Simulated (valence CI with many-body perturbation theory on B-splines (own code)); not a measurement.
**Ar⁴⁺: what the settings do**

Calculated by configuration interaction combined with many-body perturbation theory (CI+MBPT): four valence electrons over a frozen Dirac-Fock core [Ne], radial functions for each j: 6 s, 6 p, 5 d, 3 f, 1 g, with the one-electron correlation potential Σ1, the two-electron term Σ2, the three-electron term Σ3, Breit, model QED; selected CI, second order for the rest, scaled by the run's own slope (own B-spline code, finite nucleus).

Against 20 measured levels this calculation errs by 242 cm⁻¹ on average and by 597 at most. These come from a selection out of Saloman, J. Phys. Chem. Ref. Data 39, 033101 (2010). Levels without a partner in it may be off by more.

The reference run has the lowest level 3s²3p² ³P_0 and an ionisation energy of 74.7170 eV. Its largest variational space holds 10044 state functions.

Names give the largest LS component (configuration and term), which can be under half, so a name can repeat, a term be missing and a line seem to break the LS rules; names also repeat where a configuration has a term twice.

| Level | Reference (cm⁻¹) | Shift (cm⁻¹) |
| --- | --- | --- |
| 3s²3p² ³P_1 | 763 | -2.2 |
| 3s²3p² ³P_2 | 2031 | -5.5 |
| 3s²3p² ¹D_2 | 16518 | -5.0 |
| 3s²3p² ¹S_0 | 38287 | -2.8 |
| 3s3p³ ⁵S°_2 | 85442 | +90 |
| 3s3p³ ³D°_1 | 121554 | +78 |
| 3s3p³ ³D°_2 | 121600 | +78 |
| 3s3p³ ³D°_3 | 121730 | +78 |
| 3s3p³ ³P°_2 | 141861 | +77 |
| 3s3p³ ³P°_0 | 141868 | +77 |
| 3s3p³ ³P°_1 | 141871 | +77 |
| 3s3p³ ¹D°_2 | 154192 | +43 |

The ionisation energy moves by -0.0026 eV.

(1) Which of these changes was made?
A. size limit of the variational space 10000 → 3000; second order for the rest on → off
B. QED terms on → off
C. highest l with Σ1, explicit Σ2 and valence Breit (higher l get mean screening factors) 3 → 2

Results:

(1) B. QED terms on → off.
